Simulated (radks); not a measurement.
The numbers below are computed, except where a source is named.
Tb II, 64 electrons, occupied as [Xe] 4f9 5d0.5 6s0.5 (fractional occupations, a model configuration).

Level of theory: scalar-relativistic Kohn-Sham, PBEsol, spin-polarised, spherical densities, point nucleus; open shells are filled with parallel spins first (spin-orbit coupling, left out, can overturn this in heavy ions) (a radial shooting solver on a logarithmic mesh with Libxc functionals).

Energy parts (eV):
| part | energy |
|---|---|
| total | -318507.32 |
| kinetic | 342813.87 |
| electron-nucleus | -778206.24 |
| Hartree | 123743.34 |
| exchange-correlation | -6858.30 |

Orbitals (lengths in bohr, moments of r in powers of bohr):
orbital	occ.	eigenvalue (eV)	<r>
1s up	1	-51845.88	0.02151
1s down	1	-51845.88	0.02151
2s up	1	-8598.769	0.09152
2s down	1	-8598.705	0.09152
2p up	3	-7641.899	0.08090
2p down	3	-7641.852	0.08090
3s up	1	-1911.599	0.2395
3s down	1	-1909.718	0.2394
3p up	3	-1616.563	0.2383
3p down	3	-1614.691	0.2381
3d up	5	-1231.890	0.2167
3d down	5	-1230.444	0.2165
4s up	1	-384.1427	0.5416
4s down	1	-379.9469	0.5416
4p up	3	-287.0048	0.5738
4p down	3	-282.8455	0.5739
4d up	5	-153.7434	0.6238
4d down	5	-149.6299	0.6245
4f up	7	-9.8754	0.8893
4f down	2	-6.2655	0.9439
5s up	1	-53.8746	1.323
5s down	1	-51.5556	1.336
5p up	3	-31.0633	1.567
5p down	3	-29.2318	1.587
5d up	0.5	-6.7987	2.819
5d down	0	-5.6539	2.896
6s up	0.5	-8.6745	3.748
6s down	0	-7.6091	3.802

The highest occupied level is 4f down at -6.266 eV. The configuration is held as typed, so some empty levels lie below it. Summed over all electrons, <r^2> = 52.41 bohr^2, which gives a Langevin (diamagnetic) susceptibility term of -41.5 x 10^-6 cm^3/mol. The density falls to 0.001 e/bohr^3 at r = 4.23 bohr.
